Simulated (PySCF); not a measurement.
## Spin states and ions at one geometry of [OsOF3]+

PySCF 2.14.0, UKS r2SCAN, Os def2-SVP with ECP60, O def2-SVP, F def2-SVP; non-relativistic Hamiltonian with scalar-relativistic core potentials where named; density fitting; no spin-orbit coupling; singlets restricted, open shells unrestricted. The geometry is relaxed for charge +1, triplet, vacuum:

```xyz
5

Os   -0.0633    0.0881    0.0398
O     0.9120    1.0381    0.9824
F    -0.8183   -1.2588    1.0017
F     0.6889   -1.0967   -1.1294
F    -0.8139    1.0370   -1.3191
```

Energies count from the relaxed state; an electron taken off or put on is at rest in vacuum. Charges and spins are Mulliken's.

```csv
state,energy (eV),spin squared,charge on Os1 (e),spin on Os1 (e),dipole about the centre of mass (D)
"charge +1, triplet, vacuum",0.00,2.01,1.61,1.43,1.09
"charge +1, quintet, vacuum",4.43,6.01,1.48,2.13,1.85
"charge +2, quartet, vacuum",21.20,3.76,1.77,1.30,0.63
"charge 0, doublet, vacuum",-9.51,0.75,1.23,0.75,1.21
"charge 0, quartet, vacuum",-8.61,3.76,1.27,2.18,0.73
```

**Question.** What does the state charge +2, doublet, vacuum give?

**Answer.** energy (eV) 18.67, spin squared 0.76, charge on Os1 (e) 1.89, spin on Os1 (e) 0.73, dipole about the centre of mass (D) 1.30.

With an electron taken off (doublet, the lower of the two states computed) the charges change, summed by element, by Os +0.28 e, O +0.23 e, F +0.49 e. The vertical ionisation energy is 18.67 eV, against −ε(HOMO) = 15.00 eV over both spins of the relaxed state. The level lies 3.7 eV too high, as is usual for semilocal functionals and global hybrids, which keep a self-interaction error.

With an electron put on (doublet, the lower of the two states computed) the charges change, summed by element, by Os -0.38 e, O -0.19 e, F -0.44 e. The vertical electron affinity is 9.51 eV, against −ε(LUMO) = 13.22 eV over both spins of the relaxed state.

Open shells may have lower solutions than those found. Hard to converge, so the more doubtful: charge +2, quartet, vacuum.

No frequency check is given that shows the relaxed geometry to be a minimum.
